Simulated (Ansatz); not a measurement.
H$_{6}$InNSi, SMILES `N[SiH2][InH2]` at its PBE0-D4/def2-TZVP geometry, where that method's forces vanish. The species carries charge 0 and has multiplicity 1. In takes the def2 core potential.

```xyz
9

N    -0.8887   -0.7903   -1.2313
Si   -0.0882    0.6022   -0.5927
In    0.7346    0.0761    1.7870
H    -0.4991   -1.7034   -1.0627
H    -1.3237   -0.7505   -2.1400
H    -1.0699    1.7239   -0.5976
H     1.0705    1.0985   -1.4078
H     0.9401   -1.5661    2.3091
H     1.1243    1.3097    2.9361
```

**Question.** What forces (eV/Å) does PBE-D4/def2-TZVPP give on these atoms in Ansatz 0.2.0? (An estimate is asked.)

**Answer.** The calculation gave: 
```
N1  -0.151  0.030  0.155
Si2  0.110  0.104  0.105
In3 -0.018  0.019 -0.059
H4   0.125 -0.314  0.044
H5  -0.151 -0.004 -0.314
H6  -0.103  0.121  0.001
H7   0.140  0.079 -0.070
H8   0.015 -0.127  0.045
H9   0.033  0.093  0.093
```
